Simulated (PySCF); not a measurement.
Ta(NH)(F)(Cl)2 (Cl2FHNTa), SMILES [NH]=[Ta]([F])([Cl])[Cl], multiplicity 1.

The structure is a stationary point at B3LYP-D3(BJ)/def2-SVP. The spin state was assumed, not searched. The structure was generated by enumeration; whether it is a known compound was not checked. The def2 effective core potentials stand for the cores of Ta; spin–orbit coupling is left out.

Calculation: PBE/def2-TZVP run with PySCF.

Symmetry labels are those of the subgroup Cs that the program uses (full group Cs).

Q: List the valence orbital energies around the gap with their symmetry. (An estimate is asked for; the answer gives what the named calculation found.)

A: 
| orbital | symmetry | energy (eV) |
|---|---|---|
| HOMO−7 | A' | -10.02 |
| HOMO−6 | A" | -9.71 |
| HOMO−5 | A' | -8.95 |
| HOMO−4 | A" | -8.84 |
| HOMO−3 | A' | -8.59 |
| HOMO−2 | A" | -8.37 |
| HOMO−1 | A' | -7.30 |
| HOMO | A" | -7.24 |
| LUMO | A' | -3.00 |
| LUMO+1 | A" | -2.82 |
| LUMO+2 | A' | -1.68 |
| LUMO+3 | A" | -1.41 |
